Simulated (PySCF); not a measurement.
Diatomic cations of Rb with the third period

PBE with double-zeta basis sets in PySCF, for the lowest determinant that a PBE0 search found; no spin–orbit coupling. De refers to high-spin ground-configuration atoms (the charge goes to the atom of lower measured ionisation energy or higher electron affinity, which is not always the lowest computed limit). A positive dipole points towards Rb; it is taken about the centre of mass and depends on that origin.

| M | basis | charged atom | state (unpaired electrons) | Re (Å) | ωe (cm⁻¹) | De (eV) | μ (D) |
| --- | --- | --- | --- | --- | --- | --- | --- |
| Na | def2-SVPD | Rb+ | doublet (σ ↑) | 4.323 | 66.9 | 0.52 | -2.59 |
| Mg | def2-SVP | Rb+ | singlet (closed shell) | 3.955 | 83.5 | 0.30 | 0.55 |
| Al | def2-SVP | Rb+ | doublet (σ ↑) | 4.127 | 72.6 | 0.52 | 1.00 |
| Si | def2-SVPD | Rb+ | triplet (σ ↑, π ↑) | 3.855 | 78.0 | 0.32 | 2.31 |
| P | def2-SVP | Rb+ | quartet (σ ↑, π ↑↑) | 3.729 | 67.6 | 0.18 | 3.57 |
| S | def2-SVPD | Rb+ | triplet (π ↑↑) | 3.562 | 89.4 | 0.30 | 3.23 |
| Cl | def2-SVP | Rb+ | doublet (π ↑) | 3.405 | 94.7 | 0.30 | 3.81 |

The shortest bond is that of RbCl⁺ (3.405 Å), the longest that of RbNa⁺ (4.323 Å).

The rows differ in basis set, which adds steps of its own.

The state changes along the series, so neighbouring rows are not always alike in their bonding.

Closed-shell solutions of metal pairs were not tested for spin polarisation, which can lower them a little. Weak bonds: RbCl⁺, RbMg⁺, RbP⁺, RbSi⁺, RbS⁺. Basis-set superposition, not corrected here, can be much of De in a small basis, most of all at correlated wavefunction levels. Spin–orbit coupling is left out. For an ion De counts to the pair picked by the measured ionisation energies or electron affinities, which need not be the lowest pair at this level. States were picked by a PBE0 search and need not be the measured ground states.
